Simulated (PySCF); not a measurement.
GeH8N2Si, SMILES [GeH2]([NH2])[SiH2]N.

The structure is a stationary point at PBE-D3(BJ)/def2-SVP. The structure was generated by enumeration, and PubChem lists no compound with its InChIKey, so it may never have been made. The values are those of a single conformer.

All values below come from B3LYP/def2-TZVP (PySCF).

Computed frontier levels, gap, dipole moment and polarisability:
The highest occupied level is -6.95 eV. The lowest empty level is -0.48 eV and the orbital gap is 6.48 eV. The dipole moment is 2.01 D and the quadrupole, principal values (traceless, Buckingham form, about the centre of nuclear charge) is -6.69, -2.90, 9.59 D·Å. The mean static polarisability is 76.9 bohr³ (11.39 Å³) and the polarisability, principal values comes out as 66.3, 75.9, 88.4 bohr³.
